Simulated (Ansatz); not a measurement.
C₂H₅NSi (`N=C=C[SiH3]`) at its PBE0-D4/def2-TZVP geometry, where that method's forces vanish. Charge 0, multiplicity 1.

```
atom   x (Å)   y (Å)   z (Å)
  N1  -1.830   1.225  -1.031
  C2  -1.053   0.331  -0.760
  C3  -0.281  -0.641  -0.350
 Si4   1.028  -0.345   0.922
  H5  -1.598   1.834  -1.811
  H6  -0.435  -1.622  -0.787
  H7   0.997   1.088   1.308
  H8   0.798  -1.189   2.125
  H9   2.374  -0.682   0.384
```

(1) For each bond, give half the difference of the two atoms' forces along it (eV/Å; positive pushes the atoms apart) under PBE-D4, r2SCAN-D4, B3LYP-D4, ωB97M-V in def2-TZVPP. (Estimate.)

Answers

(1) Computed: 
| bond | length (Å) | PBE-D4 | r2SCAN-D4 | B3LYP-D4 | ωB97M-V |
| --- | --- | --- | --- | --- | --- |
| N1–C2 | 1.215 | 0.58 | 0.21 | 0.14 | 0.08 |
| N1–H5 | 1.016 | 0.11 | -0.03 | -0.04 | -0.07 |
| C2–C3 | 1.307 | -0.02 | 0.00 | -0.05 | 0.06 |
| C3–Si4 | 1.849 | -0.11 | -0.04 | 0.12 | 0.08 |
| C3–H6 | 1.086 | 0.05 | -0.02 | -0.07 | -0.10 |
| Si4–H7 | 1.485 | 0.09 | -0.02 | -0.06 | -0.11 |
| Si4–H8 | 1.487 | 0.07 | -0.02 | -0.08 | -0.13 |
| Si4–H9 | 1.488 | 0.07 | -0.02 | -0.08 | -0.12 |

B3LYP here is the variant with VWN-RPA as its local correlation; programs differ in this.
